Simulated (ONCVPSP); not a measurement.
## Scattering properties, ONCV potential for selenium

- Element: selenium (Se)
- Generator: ONCVPSP 4.0.1
- Type: optimised norm-conserving Vanderbilt (ONCV)
- Functional: PBE
- Relativity: non-relativistic
- Frozen core: [Ne]
- Valence charge: 24
- Reference configuration: 3s2 3p6 3d10 4s2 4p4
- Partial waves: 3s+4s: rc 1.10 bohr, ncon 4, nbas 7, qcut 14.3 1/bohr, 2 projectors; 3p+4p: rc 1.15 bohr, ncon 3, nbas 6, qcut 13.1 1/bohr, 3 projectors, debl 1.7 Ha; 3d: rc 0.75 bohr, ncon 5, nbas 10, qcut 19.7 1/bohr, 2 projectors, debl 3.6 Ha
- Local potential: polynomial inside 0.55 bohr (lpopt 3, dvloc0 0 Ha)
- Core correction: polynomial model core, fcfact 0.65

The phase is arctan(r·R′/R) of the radial function R(r), unwrapped; energies in Ha, scanned from -9 to 5 Ha. A pole is an energy at which the radial function vanishes at the test radius. The pseudo phase is shifted by a multiple of π to meet the all-electron one at the reference energy, and phase errors are pseudo minus all-electron; the curves can meet again beyond the range given. Levels narrower than the energy grid can be missing from the lists of poles.

```csv
channel,radius (bohr),reference energy (Ha),"poles, all-electron","poles, pseudo",unbroken range about the reference energy with phases within 0.05 rad,phase error 1 Ha above the reference energy (rad)
s,1.12,-0.61,-7.11,-7.11,the whole range,-0.000
p,1.17,-0.24,-5.15,-5.15,the whole range,-0.000
d,0.76,-2.00,1.64,1.64,the whole range,+0.000
```

Phases in the s channel:

| E (Ha) | all-electron | pseudo |
| --- | --- | --- |
| -8.96 | 0.920 | 0.919 |
| -8.24 | -0.080 | -0.080 |
| -7.52 | -1.396 | -1.396 |
| -6.80 | -1.643 | -1.643 |
| -6.08 | -1.744 | -1.744 |
| -5.36 | -1.812 | -1.812 |
| -4.64 | -1.870 | -1.870 |
| -3.92 | -1.930 | -1.930 |
| -3.20 | -2.000 | -2.000 |
| -2.48 | -2.089 | -2.089 |
| -1.76 | -2.213 | -2.213 |
| -1.04 | -2.397 | -2.397 |
| -0.32 | -2.684 | -2.684 |
| 0.40 | -3.099 | -3.099 |
| 1.12 | -3.555 | -3.555 |
| 1.84 | -3.908 | -3.908 |
| 2.56 | -4.137 | -4.138 |
| 3.28 | -4.285 | -4.286 |
| 4.00 | -4.385 | -4.386 |
| 4.72 | -4.457 | -4.459 |
